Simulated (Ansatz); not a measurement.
```yaml
crystal:
  periodic: [false, false, false]
  atoms:
    - {symbol: C, position_ang: [-1.327349, 0.880047, -0.516397]}
    - {symbol: Sn, position_ang: [0.155924, -0.315887, 0.204379]}
    - {symbol: N, position_ang: [1.372665, -1.114764, -1.120296]}
    - {symbol: O, position_ang: [-0.486156, -1.846713, 1.514692]}
    - {symbol: F, position_ang: [1.099004, 0.846844, 1.411610]}
    - {symbol: H, position_ang: [-1.076086, 1.854904, -1.287056]}
    - {symbol: H, position_ang: [-1.606477, 1.833462, 0.570612]}
    - {symbol: H, position_ang: [-2.040207, 0.391135, -0.518681]}
    - {symbol: H, position_ang: [1.814226, -0.270973, -1.776390]}
    - {symbol: H, position_ang: [1.877927, -1.855815, -0.580052]}
    - {symbol: H, position_ang: [-0.253501, -1.450451, 2.231580]}
basis:
  gaussian: {orbitals: def2-mTZVP}
magnetization: {spin_polarized: true, initial_magnetization: 0}
hamiltonian: {xc: {name: B2PLYP}, dispersion: rvv10}
output: {forces: true}
```

```sh
$ ansatz run in.yaml --threads 4 --pin off --events-out ev --progress --plain --max-ram 10444MiB
```

Task: How does Ansatz answer? (Best estimate.)

Result: Ansatz gave: The program refused the input.
```
Error: invalid value for `hamiltonian.dispersion`: this functional's text states its nonlocal part
```
